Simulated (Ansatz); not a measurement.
`C=C[SiH2]CN` + H₂S → `NCS` + `C=C[SiH3]`  (substitution at a C–Si bond)

Program: Ansatz. Geometries: PBE0-D4/def2-TZVP. ΔE: electronic, gas phase. CCSD(T)/CBS adds triple-zeta CCSD(T) − MP2 to the extrapolated MP2 energy (def2 sets, frozen cores). This one scheme is used for every species. DFT in def2-TZVPP. Each species was taken in one conformer, which may not be the lowest.

```csv
level,ΔE (eV)
PBE-D4,0.34
PBE,0.31
PBE0,0.31
SCS-MP2/def2-QZVPP,0.32
```

(1) What does CCSD(T)/CBS give? (An estimate is asked.)

Largest T1 diagnostic among the species: 0.011.

Results:

(1) Ansatz gave: +0.35 eV. The listed levels differ from it by -0.01, -0.04, -0.04, -0.03 eV.

In def2-TZVPP, CCSD(T) changes the Hartree–Fock value by +0.10 eV (the triples alone add +0.00 eV) and MP2 by +0.10 eV. The D4 term adds +0.04 eV with B3LYP and +0.03 eV with PBE0; it sums over pairs of atoms, weighted by their polarisabilities, and B3LYP, whose exchange is more repulsive, gets the larger term.

B3LYP here is the variant with VWN-RPA as its local correlation; programs differ in this.
